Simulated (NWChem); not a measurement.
**Relativistic effects in I2 (-1)**

```
I
I 1 3.3781
```
Charge -1, spin multiplicity 2.

All runs are NWChem calculations. Structure: optimised with UB3LYP/def2-SVP with def2 effective core potentials on I, a minimum by its harmonic frequencies.

Functional B3LYP, all-electron basis x2c-SVPall-2c, contracted for the X2C Hamiltonian and used here with ZORA. The ion keeps the geometry and has multiplicity 1 in the scalar run; the spin-orbit run starts from the same electron counts.

Relative cost: rough, from shared machines, SCF included, scalar ZORA = 1.

B3LYP has NWChem's definition, with VWN1-RPA local correlation. The structure started from a generated list of species. The anion's geometry comes from a basis without diffuse functions. No SCF solution was tested for a lower state.

| Hamiltonian | ΔSCF ionisation energy (eV) | relative cost |
|---|---|---|
| scalar ZORA | 3.41 | 1 |
| spin-orbit ZORA | (withheld) | under 3 |

Question: What belongs in the gaps?

Answer: 
- spin-orbit ZORA, ΔSCF ionisation energy (eV): 3.17
